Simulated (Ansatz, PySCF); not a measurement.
Noncovalent pair: ethylamine (SMILES CCN) (first 10 atoms) with HF (SMILES F); geometry from B3LYP-D3(BJ)/def2-TZVP, rigid monomers moved along the line of their centres of mass till N3···H12 is 1.85 Å.
(charge 0, multiplicity 1):
```xyz
12

C      1.249     0.491     0.016
C     -0.258     0.310    -0.059
N     -0.691    -0.779     0.839
H      1.566     1.318    -0.619
H      1.559     0.697     1.041
H      1.768    -0.409    -0.325
H     -0.568     0.129    -1.094
H     -0.759     1.220     0.277
H     -1.694    -0.916     0.789
H     -0.254    -1.656     0.572
F      0.011    -0.041     3.461
H     -0.274    -0.370     2.589
```

Interaction energies are E(AB) − E(A) − E(B) at the monomers' geometry in the complex; basis-set methods are counterpoise corrected. Rows marked so take none.

Frozen-core correlation. Rows in 6-31G* carry no dispersion term and start afresh at each structure (6-31G* with six Cartesian d functions).

Programs: Ansatz (an electronic-structure program) with Gaussian orbitals; PySCF for 6-31G* rows. Each number belongs to the level named beside it.

### Question
What interaction energy does CCSD(T)/aug-cc-pVDZ give?

### Answer
-57 kJ/mol

### Question
What interaction energy does HF/6-31G* (no counterpoise) give?

### Answer
-60 kJ/mol

### Question
Predict the interaction energy from BP86/6-31G* (no counterpoise).

### Answer
-69 kJ/mol
